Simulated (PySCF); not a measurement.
H4O, SMILES [OH4+2], charge +2. Atoms are numbered in the order given.

```xyz
5

O      0.0000     0.0000     0.0000
H     -0.6029     0.6029    -0.6029
H      0.6029     0.6029     0.6029
H      0.6029    -0.6029    -0.6029
H     -0.6029    -0.6029     0.6029
```
Charge +2, spin multiplicity 1.

Geometry optimised at r2SCAN-D4/def2-TZVPD.

All values below come from PySCF with PBE0/def2-TZVPD.

Computed frontier levels, gap, dipole moment and polarisability:
```
Property                                                       Result
------------------------------------------------  -------------------
highest occupied level                                      -35.74 eV
lowest empty level                                          -15.76 eV
orbital gap                                                  19.97 eV
dipole moment about the centre of nuclear charge               0.00 D
mean static polarisability                        6.1 bohr³ (0.90 Å³)
polarisability, principal values                  6.1, 6.1, 6.1 bohr³
```
